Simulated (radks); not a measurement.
Values are calculated unless marked as measured or tabulated.
Excited configurations of Ni13+: one electron is placed in a higher orbital outside [Ne] 3s2 3p2. The ground configuration is [Ne] 3s2 3p3. Code: a radial shooting solver on a logarithmic mesh with Libxc functionals. Model: non-relativistic Kohn-Sham, TPSS, spin-polarised, spherical densities, point nucleus; open shells are filled with parallel spins first; meta-GGA in the generalised Kohn-Sham scheme. Excitation = E - E(ground); binding = E(ion) - E, where the ion is the core of charge +14; n* = 14/sqrt(2 binding) in atomic units, and the quantum defect is n - n*.

outer orbital	excitation (eV)	binding (eV)	n*	quantum defect	eigenvalue (eV)	<r> (bohr)
4s	199.67	226.80	3.429	0.571	-219.48	1.277
4p	214.55	211.92	3.547	0.453	-204.63	1.299
4d	236.38	190.10	3.745	0.255	-182.55	1.301
4f	251.00	175.48	3.898	0.102	-166.43	1.182
5d	307.29	119.18	4.730	0.270	-115.02	2.206
6d	344.92	81.560	5.718	0.282	-78.978	3.319
6f	348.56	77.913	5.850	0.150	-75.243	3.262
7d	367.16	59.319	6.705	0.295	-57.527	4.642

The Delta-SCF ionisation energy is 426.48 eV (NIST Atomic Spectra Database: 429 eV, semi-empirical). Self-interaction in the functional shifts the binding energies and quantum defects, so they are the method's values and not measured ones. Open shells are spherical and high-spin; term and fine-structure splittings are not resolved.
